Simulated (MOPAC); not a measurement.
MOPAC input (PM6):

```
PM6 PRECISE GNORM=0.05 LET XYZ CHARGE=-1 GEO-OK AUX(PRECISION=9) THREADS=1
H2ClGeO

Ge   -0.13787901 1   -0.70653447 1   -0.11847276 1
O     1.70995650 1   -0.50860189 1   -0.37761207 1
Cl   -0.66448713 1    1.62851734 1    0.29063880 1
H    -0.04865765 1   -0.97579602 1    1.49866258 1
H     2.07741535 1   -0.03108058 1    0.37250271 1
```

Output:

```
 *******************************************************************************
 **                                                                           **
 **                              MOPAC v23.2.5                                **
 **                                                                           **
 *******************************************************************************
 ** MOPAC's Digital Object Identifier: https://doi.org/10.5281/zenodo.6511958 **
 **                                                                           **
 ** Please cite the open-source release paper for use of this MOPAC version:  **
 ** J. E. Moussa and J. J. P. Stewart (2026)                                  **
 ** MOPAC: An open-source semiempirical molecular orbital program             **
 ** J. Open Source Softw., 11(119), 8025, https://doi.org/10.21105/joss.08025 **
 *******************************************************************************

                              PM6 CALCULATION RESULTS

 *******************************************************************************
 *  PM6        - The PM6 Hamiltonian to be used
 *  GEO-OK     - OVERRIDE INTERATOMIC DISTANCE AND OTHER SAFETY CHECKS
 *
 *
 *
 *                 CHARGE ON SYSTEM = -1
 *
 *
 *
 *  LET        - OVERRIDE SOME SAFETY CHECKS
 *  PRECISE    - TIGHTER CRITERIA TO BE USED
 *  XYZ        - CARTESIAN COORDINATE SYSTEM TO BE USED
 *  GNORM      - EXIT WHEN GRADIENT NORM DROPS BELOW 0.050
 *  AUX        - OUTPUT AUXILIARY INFORMATION
 *******************************************************************************
PM6 PRECISE GNORM=0.05 LET XYZ CHARGE=-1 GEO-OK AUX(PRECISION=9) THREADS=1
 H2ClGeO

   ATOM   CHEMICAL          X               Y               Z
  NUMBER   SYMBOL      (ANGSTROMS)     (ANGSTROMS)     (ANGSTROMS)

     1      Ge         -0.13787901  *  -0.70653447  *  -0.11847276  *
     2       O          1.70995650  *  -0.50860189  *  -0.37761207  *
     3      Cl         -0.66448713  *   1.62851734  *   0.29063880  *
     4       H         -0.04865765  *  -0.97579602  *   1.49866258  *
     5       H          2.07741535  *  -0.03108058  *   0.37250271  *

          CARTESIAN COORDINATES

    NO.       ATOM           X           Y           Z

     1        Ge         -0.1379     -0.7065     -0.1185
     2         O          1.7100     -0.5086     -0.3776
     3        Cl         -0.6645      1.6285      0.2906
     4         H         -0.0487     -0.9758      1.4987
     5         H          2.0774     -0.0311      0.3725

 General Reference for PM6:
 "Optimization of Parameters for Semiempirical Methods V: Modification of NDDO Approximations
 and Application to 70 Elements", J. J. P. Stewart, J. Mol. Mod., 13, 1173-1213 (2007)
 URL: https://link.springer.com/article/10.1007/s00894-007-0233-4

           Empirical Formula: H2 O Ge Cl  =     5 atoms

      MOLECULAR POINT GROUP   :   C1

      RHF CALCULATION, NO. OF DOUBLY OCCUPIED LEVELS = 10

          Geometry optimization using EF

          DIAGONAL MATRIX USED AS START HESSIAN

 CYCLE:     1  GRAD.:    60.208 HEAT: -108.6661
 CYCLE:     2  GRAD.:    44.125 HEAT: -111.9982
 CYCLE:     3  GRAD.:    40.819 HEAT: -112.7220
 CYCLE:     4  GRAD.:    56.113 HEAT: -111.9528
 CYCLE:     5  GRAD.:     7.974 HEAT: -113.7706
 CYCLE:     6  GRAD.:     5.354 HEAT: -113.8928
 CYCLE:     7  GRAD.:     2.971 HEAT: -113.9837
 CYCLE:     8  GRAD.:     3.073 HEAT: -114.0382
 CYCLE:     9  GRAD.:     2.604 HEAT: -114.0451
 CYCLE:    10  GRAD.:     1.067 HEAT: -114.0525
 CYCLE:    11  GRAD.:     0.954 HEAT: -114.0585
 CYCLE:    12  GRAD.:     1.106 HEAT: -114.0641
 CYCLE:    13  GRAD.:     0.777 HEAT: -114.0673
 CYCLE:    14  GRAD.:     0.686 HEAT: -114.0703
 CYCLE:    15  GRAD.:     0.666 HEAT: -114.0717
 CYCLE:    16  GRAD.:     0.277 HEAT: -114.0736
 CYCLE:    17  GRAD.:     0.139 HEAT: -114.0740
 CYCLE:    18  GRAD.:     0.085 HEAT: -114.0740
 CYCLE:    19  GRAD.:     0.051 HEAT: -114.0741
 CYCLE:    20  GRAD.:     0.028 HEAT: -114.0741

     GRADIENT =  0.02809 IS LESS THAN CUTOFF =  0.05000

 -------------------------------------------------------------------------------
 PM6 PRECISE GNORM=0.05 LET XYZ CHARGE=-1 GEO-OK AUX(PRECISION=9) THREADS=1
 H2ClGeO

     GEOMETRY OPTIMISED USING EIGENVECTOR FOLLOWING (EF).
     SCF FIELD WAS ACHIEVED

                              PM6 CALCULATION
                                                       MOPAC v23.2.5 Linux

          FINAL HEAT OF FORMATION =       -114.07410 KCAL/MOL =    -477.28603 KJ/MOL

          COSMO AREA              =        107.02 SQUARE ANGSTROMS
          COSMO VOLUME            =         95.13 CUBIC ANGSTROMS

          GRADIENT NORM           =          0.02809          =       0.01256 PER ATOM
          IONIZATION POTENTIAL    =          3.142548 EV
          HOMO LUMO ENERGIES (EV) =         -3.143  4.858
          NO. OF FILLED LEVELS    =         10
          MOLECULAR WEIGHT        =        126.0582         POINT GROUP:  C1

          MOLECULAR DIMENSIONS (Angstroms)

            Atom       Atom       Distance
            H     5   Cl     3     3.17671
           Cl     3    H     4     2.38691
           Ge     1   Cl     3     1.13740

          SCF CALCULATIONS        =         21

   ATOM   CHEMICAL          X               Y               Z
  NUMBER   SYMBOL      (ANGSTROMS)     (ANGSTROMS)     (ANGSTROMS)

     1      Ge         -0.13851453  *  -0.67436200  *  -0.09658018  *
     2       O          1.63618696  *  -0.45701429  *  -0.32437969  *
     3      Cl         -0.60997590  *   1.54921509  *   0.26919726  *
     4       H         -0.17797115  *  -1.05195093  *   1.40166619  *
     5       H          2.18273761  *   0.03683635  *   0.19878463  *

                             CARTESIAN COORDINATES

   1   Ge       -0.138514531    -0.674361996    -0.096580179
   2    O        1.636186964    -0.457014292    -0.324379688
   3   Cl       -0.609975902     1.549215091     0.269197260
   4    H       -0.177971148    -1.051950926     1.401666190
   5    H        2.182737605     0.036836347     0.198784627

           Empirical Formula: H2 O Ge Cl  =     5 atoms

      MOLECULAR POINT GROUP   :   C1

                  EIGENVALUES
 -23.42041 -21.45288 -13.59208 -10.87328  -8.05571  -7.09788  -6.24636  -6.04956
  -5.81594  -3.14255   4.85805   6.08252   8.18777  11.10807  99.46630  99.50080
  99.53843  99.77685  99.77946

              NET ATOMIC CHARGES AND DIPOLE CONTRIBUTIONS

  ATOM NO.   TYPE          CHARGE      No. of ELECS.   s-Pop       p-Pop       d-Pop
    1         Ge           0.038187        3.9618     1.61654     2.34527
    2          O          -0.751696        6.7517     1.69148     5.06021
    3         Cl          -0.544217        7.5442     1.99616     5.54553     0.00254
    4          H          -0.037395        1.0374     1.03739
    5          H           0.295121        0.7049     0.70488
 DIPOLE           X         Y         Z       TOTAL
 POINT-CHG.    -1.345    -2.372     0.440     2.762
 HYBRID         1.621     1.485     2.028     2.991
 SUM            0.275    -0.887     2.468     2.637

          ATOMIC ORBITAL ELECTRON POPULATIONS

     Atom    s        px        py        pz      x^2-y^2     xz        z^2       yz        xy
    1 Ge   1.61654   0.58477   0.58629   1.17420
    2  O   1.69148   1.49900   1.77900   1.78221
    3 Cl   1.99616   1.96497   1.59920   1.98135   0.00113   0.00005   0.00044   0.00042   0.00049
    4  H   1.03739
    5  H   0.70488

 **********************
 *                    *
 * JOB ENDED NORMALLY *
 *                    *
 **********************

 == MOPAC DONE ==
```

The dipole moment of an ion depends on the origin.

The geometry given is a B3LYP-D3(BJ)/def2-TZVP minimum.
